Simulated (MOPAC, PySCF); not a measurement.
[Ti(F)3(NH2)], neutral singlet in the gas phase. 

Z-matrix (Å, degrees):
```
Ti
F 1 1.7442
F 1 1.7470 2 114.43
F 1 1.7540 2 109.36 3 120.28
N 1 1.8532 2 107.50 4 119.44
H 5 1.0196 1 124.72 2 -21.27
H 5 1.0197 6 110.51 1 176.87
```
Charge 0, spin multiplicity 1.

All levels are single points at this geometry (r2SCAN-D4/def2-SVP); Pople sets use spherical d functions. Orbital energies aren't observables, and empty levels follow the basis.

M06-2X/6-31G* (LANL2DZ on Ti) in PySCF gives dipole (D) = 3.14.

Question: Estimate the dipole (D) from each of these levels: TPSSh-D3(BJ)/def2-TZVP in PySCF; B3LYP/6-311+G** (LANL2DZ on Ti) in PySCF; PBE/6-31G* (LANL2DZ on Ti) in PySCF; HF/3-21G in PySCF; PM6 in MOPAC.

Answer: 
```tsv
level	dipole (D)
TPSSh-D3(BJ)/def2-TZVP in PySCF	2.82
B3LYP/6-311+G** (LANL2DZ on Ti) in PySCF	3.17
PBE/6-31G* (LANL2DZ on Ti) in PySCF	2.80
HF/3-21G in PySCF	3.07
PM6 in MOPAC	3.56
```
